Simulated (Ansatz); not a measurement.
Ansatz (a program for electronic structure) input:

Ansatz 0.2 input:
```yaml
crystal:
  periodic: [false, false, false]
  atoms:
    - {symbol: Al, position_ang: [0.51373138, -0.10586590, 0.27596507]}
    - {symbol: C, position_ang: [-0.06661567, 1.32950840, -0.95262906]}
    - {symbol: H, position_ang: [-0.92803417, 1.84076126, -0.51366780]}
    - {symbol: H, position_ang: [-0.38376505, 0.87718242, -1.89651772]}
    - {symbol: H, position_ang: [0.71765315, 2.05903835, -1.15229376]}
    - {symbol: F, position_ang: [-0.63162976, -1.26419730, 0.63230086]}
basis:
  gaussian:
    orbitals: def2-TZVPD
hamiltonian:
  xc: {name: PBE-QIDH}
magnetization: {spin_polarized: true, initial_magnetization: 1}
correlation: {electrons: outside_noble_gas}
```

**Question.** What final total energy does it print?

**Answer.** -381.92400 Eh (PBE-QIDH/def2-TZVPD). The basis has 147 functions.

It need not be the lowest isomer of its formula.
